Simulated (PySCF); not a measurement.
# Bonding in `C[P@](=O)([O-])c1ccccn1`

Compound: C6H7NO2P (charge -1).
Numbering: `[CH3:1][P@:2](=[O:3])([O-:4])[c:5]1[cH:6][cH:7][cH:8][cH:9][n:10]1` (hydrogens: H11, H12, H13 on C1; H14 on C6; H15 on C7; H16 on C8; H17 on C9)

Structure used (GFN2-xTB), in Å, numbered top down from 1:
```
atom  x, y, z in Å
C1    -2.5047   -1.1792   -0.1880
P2    -1.8482    0.4551    0.3912
O3    -2.0292    0.6060    1.8647
O4    -2.3083    1.5575   -0.5028
C5    -0.0407    0.1947    0.0779
C6     0.7524    1.2928    0.3988
C7     2.1175    1.2223    0.2209
C8     2.6519    0.0397   -0.2774
C9     1.7807   -0.9959   -0.5651
N10    0.4687   -0.9323   -0.3967
H11   -2.2776   -1.3230   -1.2400
H12   -2.0728   -1.9838    0.3992
H13   -3.5850   -1.1604   -0.0455
H14    0.2518    2.1701    0.7826
H15    2.7646    2.0584    0.4622
H16    3.7167   -0.0712   -0.4370
H17    2.1553   -1.9388   -0.9548
```

Bond orders from the PBE0/pcSseg-1 density (PySCF). Geometry: GFN2-xTB, one conformer, isolated ion. The pcSseg-1 basis has no diffuse functions, a weakness for an anion.

Q: Where do the orders between heavy atoms depart from those drawn in the SMILES?

A: The largest departure is 0.753, at P2–O4 (drawn single, 1.753), counting aromatic bonds as 1.5. Drawn single, order above 1.12: P2–O4 (1.753). Drawn single, order below 0.88: P2–C5 (0.740). The bonds drawn aromatic range from 1.35 to 1.50. The SMILES, with its formal charges, is one Lewis structure only.

Q: Give the Mayer order of every bond between heavy atoms, beside its length.

A: 
| bond | drawn as | length (Å) | Mayer order |
| --- | --- | --- | --- |
| C1–P2 | single | 1.854 | 0.904 |
| P2–O3 | double | 1.492 | 1.756 |
| P2–O4 | single | 1.492 | 1.753 |
| P2–C5 | single | 1.853 | 0.740 |
| C5–C6 | aromatic | 1.392 | 1.349 |
| C6–C7 | aromatic | 1.378 | 1.461 |
| C7–C8 | aromatic | 1.390 | 1.381 |
| C8–C9 | aromatic | 1.384 | 1.419 |
| C9–N10 | aromatic | 1.324 | 1.498 |
| N10–C5 | aromatic | 1.325 | 1.413 |

Bonds between the same two heavy elements. C–P: lowest P2–C5 (0.740, 1.853 Å), highest C1–P2 (0.904, 1.854 Å). O–P: all 2 within 0.02 of one another (1.753 to 1.756). C–C: lowest C5–C6 (1.349, 1.392 Å), highest C6–C7 (1.461, 1.378 Å). C–N: lowest N10–C5 (1.413, 1.325 Å), highest C9–N10 (1.498, 1.324 Å).

Q: And the bonds to hydrogen?

A: C–H: 0.95 to 0.98 (7 bonds).

Q: Sum the orders of all bonds at each heavy atom with more than one neighbour and set the sums beside the valence in the SMILES.

A: C1 3.774 (drawn 4), P2 5.153 (drawn 5), C5 3.502 (drawn 4), C6 3.759 (drawn 4), C7 3.822 (drawn 4), C8 3.768 (drawn 4), C9 3.896 (drawn 4), N10 2.911 (drawn 3). Orders between atoms that aren't bonded are not in these sums.

For a closed shell the Mayer order of atoms A and B is Σ (PS)μν (PS)νμ over the basis functions μ on A and ν on B, with P the density and S the overlap matrix.
